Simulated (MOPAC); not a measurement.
Input for MOPAC: PM6 on C2H6Si (SMILES C[Si]C), a point of a bond scan (R = 1.100 Å).

```
PM6 1SCF PRECISE CHARGE=0 THREADS=1
C2H6Si

Si     0.21503000 1    -0.10027787 1     0.71649002 1
C      0.53187861 1     1.33369970 1    -0.49695968 1
H     -0.40129748 1     1.91548013 1    -0.53284434 1
H      0.73055639 1     1.00415396 1    -1.52134449 1
H      1.32261251 1     2.01106368 1    -0.17291591 1
C     -0.81531610 1    -1.20152043 1    -0.44746731 1
H     -0.09708380 1    -1.68306319 1    -1.12778542 1
H     -1.51089903 1    -0.64024612 1    -1.07879372 1
H     -1.35368361 1    -1.99657387 1     0.06938554 1
```

Output:

```
*******************************************************************************
 **                                                                           **
 **                              MOPAC v23.2.5                                **
 **                                                                           **
 *******************************************************************************
 ** MOPAC's Digital Object Identifier: https://doi.org/10.5281/zenodo.6511958 **
 **                                                                           **
 ** Please cite the open-source release paper for use of this MOPAC version:  **
 ** J. E. Moussa and J. J. P. Stewart (2026)                                  **
 ** MOPAC: An open-source semiempirical molecular orbital program             **
 ** J. Open Source Softw., 11(119), 8025, https://doi.org/10.21105/joss.08025 **
 *******************************************************************************

                              PM6 CALCULATION RESULTS

 *******************************************************************************
 *  PM6        - The PM6 Hamiltonian to be used
 *
 *
 *
 *                 CHARGE ON SYSTEM = 0
 *
 *
 *
 *  PRECISE    - TIGHTER CRITERIA TO BE USED
 *  1SCF       - DO 1 SCF AND THEN STOP
 *  THREADS=1  - MULTI-THREADING NOT USED
 *  T=         - A TIME OF 172800.0 SECONDS REQUESTED
 *  DUMP=N     - RESTART FILE WRITTEN EVERY 7200.0 SECONDS REQUESTED
 *******************************************************************************
PM6 1SCF PRECISE CHARGE=0 THREADS=1
 C2H6Si

   ATOM   CHEMICAL          X               Y               Z
  NUMBER   SYMBOL      (ANGSTROMS)     (ANGSTROMS)     (ANGSTROMS)

     1      Si          0.21503000  *  -0.10027787  *   0.71649002  *
     2       C          0.53187861  *   1.33369970  *  -0.49695968  *
     3       H         -0.40129748  *   1.91548013  *  -0.53284434  *
     4       H          0.73055639  *   1.00415396  *  -1.52134449  *
     5       H          1.32261251  *   2.01106368  *  -0.17291591  *
     6       C         -0.81531610  *  -1.20152043  *  -0.44746731  *
     7       H         -0.09708380  *  -1.68306319  *  -1.12778542  *
     8       H         -1.51089903  *  -0.64024612  *  -1.07879372  *
     9       H         -1.35368361  *  -1.99657387  *   0.06938554  *



          CARTESIAN COORDINATES

    NO.       ATOM           X           Y           Z

     1        Si          0.2150     -0.1003      0.7165
     2         C          0.5319      1.3337     -0.4970
     3         H         -0.4013      1.9155     -0.5328
     4         H          0.7306      1.0042     -1.5213
     5         H          1.3226      2.0111     -0.1729
     6         C         -0.8153     -1.2015     -0.4475
     7         H         -0.0971     -1.6831     -1.1278
     8         H         -1.5109     -0.6402     -1.0788
     9         H         -1.3537     -1.9966      0.0694

 General Reference for PM6:
 "Optimization of Parameters for Semiempirical Methods V: Modification of NDDO Approximations
 and Application to 70 Elements", J. J. P. Stewart, J. Mol. Mod., 13, 1173-1213 (2007)
 URL: https://link.springer.com/article/10.1007/s00894-007-0233-4

           Empirical Formula: C2 H6 Si  =     9 atoms



      MOLECULAR POINT GROUP   :   C2


      RHF CALCULATION, NO. OF DOUBLY OCCUPIED LEVELS = 9


 -------------------------------------------------------------------------------
 PM6 1SCF PRECISE CHARGE=0 THREADS=1
 C2H6Si



     1SCF WAS SPECIFIED, SO BFGS WAS NOT USED
     SCF FIELD WAS ACHIEVED


                              PM6 CALCULATION
                                                       MOPAC v23.2.5 Linux




          FINAL HEAT OF FORMATION =         39.14232 KCAL/MOL =     163.77146 KJ/MOL


          COSMO AREA              =        110.67 SQUARE ANGSTROMS
          COSMO VOLUME            =        100.63 CUBIC ANGSTROMS

          IONIZATION POTENTIAL    =          7.374832 EV
          HOMO LUMO ENERGIES (EV) =         -7.375 -1.144
          NO. OF FILLED LEVELS    =          9
          MOLECULAR WEIGHT        =         58.1549         POINT GROUP:  C2

          MOLECULAR DIMENSIONS (Angstroms)

            Atom       Atom       Distance
            H     9    H     5     4.82519
            H     7    H     3     2.36869
            H     4   Si     1     2.12425


          SCF CALCULATIONS        =          1





   ATOM   CHEMICAL          X               Y               Z
  NUMBER   SYMBOL      (ANGSTROMS)     (ANGSTROMS)     (ANGSTROMS)

     1      Si          0.21503000  *  -0.10027787  *   0.71649002  *
     2       C          0.53187861  *   1.33369970  *  -0.49695968  *
     3       H         -0.40129748  *   1.91548013  *  -0.53284434  *
     4       H          0.73055639  *   1.00415396  *  -1.52134449  *
     5       H          1.32261251  *   2.01106368  *  -0.17291591  *
     6       C         -0.81531610  *  -1.20152043  *  -0.44746731  *
     7       H         -0.09708380  *  -1.68306319  *  -1.12778542  *
     8       H         -1.51089903  *  -0.64024612  *  -1.07879372  *
     9       H         -1.35368361  *  -1.99657387  *   0.06938554  *

                             CARTESIAN COORDINATES

   1   Si        0.215030000    -0.100277870     0.716490020
   2    C        0.531878610     1.333699700    -0.496959680
   3    H       -0.401297480     1.915480130    -0.532844340
   4    H        0.730556390     1.004153960    -1.521344490
   5    H        1.322612510     2.011063680    -0.172915910
   6    C       -0.815316100    -1.201520430    -0.447467310
   7    H       -0.097083800    -1.683063190    -1.127785420
   8    H       -1.510899030    -0.640246120    -1.078793720
   9    H       -1.353683610    -1.996573870     0.069385540


           Empirical Formula: C2 H6 Si  =     9 atoms



      MOLECULAR POINT GROUP   :   C2


                  EIGENVALUES
 -25.24209 -23.81300 -14.45153 -13.92393 -13.81938 -13.19363 -13.09203 -10.36575
  -7.37483  -1.14393   0.34804   0.88965   2.48638   2.57722   2.97130   3.59519
   4.79661   5.98452   6.02513   6.21404   6.27861   7.21260   7.35325


              NET ATOMIC CHARGES AND DIPOLE CONTRIBUTIONS

  ATOM NO.   TYPE          CHARGE      No. of ELECS.   s-Pop       p-Pop       d-Pop
    1         Si           0.402877        3.5971     1.75598     1.53455     0.30659
    2          C          -0.754804        4.7548     1.08147     3.67333
    3          H           0.185111        0.8149     0.81489
    4          H           0.184601        0.8154     0.81540
    5          H           0.183653        0.8163     0.81635
    6          C          -0.754804        4.7548     1.08147     3.67333
    7          H           0.185111        0.8149     0.81489
    8          H           0.184601        0.8154     0.81540
    9          H           0.183653        0.8163     0.81635
 DIPOLE           X         Y         Z       TOTAL
 POINT-CHG.     0.281    -0.131     0.937     0.987
 HYBRID        -0.663     0.309    -2.209     2.327
 SUM           -0.382     0.178    -1.272     1.340


          ATOMIC ORBITAL ELECTRON POPULATIONS

     Atom    s        px        py        pz      x^2-y^2     xz        z^2       yz        xy
    1 Si   1.75598   0.26790   0.40516   0.86148   0.04886   0.04138   0.02608   0.10570   0.08457
    2  C   1.08147   1.17245   1.26620   1.23468
    3  H   0.81489
    4  H   0.81540
    5  H   0.81635
    6  C   1.08147   1.20066   1.23294   1.23973
    7  H   0.81489
    8  H   0.81540
    9  H   0.81635

 **********************
 *                    *
 * JOB ENDED NORMALLY *
 *                    *
 **********************




 == MOPAC DONE ==
```

The run finished.

Cost: roughly 0.020 core-seconds.
